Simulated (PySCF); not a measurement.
Running PySCF for GaC

File input.py (PySCF 2.14):

```python
from pyscf import gto, scf

mol = gto.M(
    atom='Ga 0 0 0; C 0 0 1.724',
    basis='6-31g',
    charge=0,
    spin=3,
    verbose=3,
)
mf = scf.UHF(mol)
mf.kernel()
mf.dip_moment()
print('orbital energies (hartree):', [e[max(0, n-3):n+3].round(4) for e, n in zip(mf.mo_energy, mol.nelec)])
```

```bash
$ OMP_NUM_THREADS=1 python input.py
```

It prints (some set-up lines and the per-cycle HOMO/LUMO lines with their warnings removed):

```
converged SCF energy = -1960.62111029724  <S^2> = 3.7570971  2S+1 = 4.003547
Dipole moment(X, Y, Z, Debye): -0.00000, -0.00000,  0.33015
orbital energies (hartree): [array([-0.4339, -0.4339, -0.3059,  0.0572,  0.0572,  0.1212]), array([-1.162 , -0.6605, -0.3137,  0.0132,  0.0132,  0.0894])]
```

In short: E(SCF) = -1960.621110 Eh, ⟨S²⟩ = 3.757, μz(SCF) = 0.33 D.

It ran on Arm Neoverse V2 (1 thread, shared host) in 0.8 s.

The bond length is a typed value, not an optimised one. No search for the lowest solution was made.
